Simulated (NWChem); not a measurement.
Molecule: GaH2O2Cl; SMILES [OH][Ga]([OH])[Cl]

Results from NWChem. Geometry: optimised at PBE-D3(BJ)/def2-SVP. One conformer.

Diagonal of the polarisability tensor at PBE0/def2-SVPD, 589 nm: 51.68, 59.84, 39.41 bohr³.

Q: Find the mean polarisability volume, the molar refraction, and the refractive index that an ideal gas of it would have at 273.15 K and 1 atm.

A: 
1. Mean: one third of the trace = 50.31 bohr³ × 0.14818 Å³/bohr³ = 7.46 Å³.
2. Molar refraction (Lorentz-Lorenz): (4π/3) N_A α = 18.8 cm³/mol.
3. Number density p/kT = 2.687 × 10⁻⁵ Å⁻³; n − 1 = 2π N α = 12.59 × 10⁻⁴.
